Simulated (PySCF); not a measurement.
Species: C2H2BF3.
InChI=1S/C2H2BF3/c1-2(4)3(5)6/h1H2

Torsions of this conformer, `[CH2:1]=[C:2]([F:3])[B:4]([F:5])[F:6]`: C1–C2–B4–F5 180°.

The closed-shell ground state was solved at several levels (PySCF, density fitting, gas phase, non-relativistic). Geometry: PBE0-D3(BJ)/def2-SVP; no solvent, vibrations or thermal averaging.

| level | basis functions | HOMO (eV) | LUMO (eV) | gap (eV) | dipole (D) |
| --- | --- | --- | --- | --- | --- |
| PBE0/6-311+G(2d,p) | 174 | -8.34 | -1.75 | 6.59 | 1.90 |
| PBE0/def2-SVPD | 145 | -8.40 | -1.77 | 6.63 | 1.93 |
| mPW1PW91/pcSseg-2 | 244 | -8.35 | -1.72 | 6.63 | 1.86 |
| PBE0/pcSseg-0 | 58 | -8.40 | -1.72 | 6.68 | 2.05 |
| PBE0/6-31+G* | 112 | -8.32 | -1.70 | 6.62 | 1.95 |
| OPBE/pcSseg-2 | 244 | -7.03 | -2.49 | 4.54 | 1.64 |
| B97-D/pcSseg-2 | 244 | -7.02 | -2.50 | 4.52 | 1.71 |
| KT3/pcSseg-2 | 244 | -7.11 | -2.58 | 4.53 | 1.74 |
| LDA/pcSseg-2 | 244 | -7.31 | -2.93 | 4.38 | 1.77 |
| wB97X-D/def2-SVPD | 145 | -10.26 | 0.11 | 10.37 | 1.93 |
| CAM-B3LYP/def2-SVPD | 145 | -9.76 | -0.64 | 9.12 | 1.96 |
| LC-wPBE/pcSseg-2 | 244 | -11.05 | 0.61 | 11.66 | 1.85 |

Problem. What might PBE0/def2-TZVPD (249 basis functions) give for the same quantities?

Solution. HOMO -8.32 eV, LUMO -1.70 eV, gap 6.62 eV, dipole 1.84 D.

Problem. Over all these levels, which gives the widest orbital gap and which the narrowest?

Solution. LC-wPBE/pcSseg-2 (range-separated hybrid) has the widest, 11.66 eV, and LDA/pcSseg-2 (LDA) the narrowest, 4.38 eV. The two share the basis. From the narrowest to the widest the HOMO moves by -3.74 eV and the LUMO by +3.54 eV.

Problem. How much does the basis alone move the frontier levels among the 5 PBE0 rows (the withheld one included)?

Solution. The HOMO by 0.08 eV and the LUMO by 0.07 eV. By rising basis size (HOMO, LUMO in eV): pcSseg-0 -8.40, -1.72; 6-31+G* -8.32, -1.70; def2-SVPD -8.40, -1.77; 6-311+G(2d,p) -8.34, -1.75; def2-TZVPD -8.32, -1.70.

Problem. How far do the dipole and the HOMO energy spread over the levels?

Solution. The dipole runs from 1.64 to 2.05 D (mean 1.86 D) and the HOMO from -11.05 to -7.02 eV.
